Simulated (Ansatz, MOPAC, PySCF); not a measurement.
Positional isomers: quinoline silyl+mercapto. All species are isolated molecules in the gas phase. One relaxed conformer stands for each flexible species; it need not be the lowest. Strings in code marks are SMILES.

Quantity: electronic energy of isomers of C9H9NSSi relative to `[SiH3]c1cc2ccccc2nc1S` (N–C–S–H torsion 0°), in eV. The restricted reference of `[SiH3]c1c(S)ccc2ncccc12`, `[SiH3]c1cc(S)c2ccccc2n1`, `[SiH3]c1cc2ccccc2nc1S` and `[SiH3]c1ccc(S)c2cccnc12` is unstable towards unrestricted orbitals. Semi-empirical values (MOPAC) are differences of heats of formation.

Level 1: frozen-core MP2/cc-pVDZ // PBE-D3(BJ)/def2-SVP (Ansatz, a program for electronic structure)
Level 2: B3LYP/6-311+G** // PBE-D3(BJ)/def2-SVP (PySCF)
Level 3: SVWN5/6-31G* // PBE-D3(BJ)/def2-SVP (PySCF)
Level 4: AM1 // PBE-D3(BJ)/def2-SVP (MOPAC)

```tsv
species	level 1	level 2	level 3	level 4
`[SiH3]c1ccc(S)c2cccnc12` (C–C–S–H torsion 139°)	0.020	?	0.097	?
`[SiH3]c1cc(S)c2ccccc2n1` (C–C–S–H torsion 152°)	0.214	0.229	0.279	?
`[SiH3]c1c(S)ccc2ncccc12` (C–C–S–H torsion 159°)	0.246	0.326	0.260	0.278
```

Task: Complete the blanks.

Result: 
- `[SiH3]c1ccc(S)c2cccnc12` (C–C–S–H torsion 139°), level 2: 0.138
- `[SiH3]c1ccc(S)c2cccnc12` (C–C–S–H torsion 139°), level 4: 0.207
- `[SiH3]c1cc(S)c2ccccc2n1` (C–C–S–H torsion 152°), level 4: 0.032
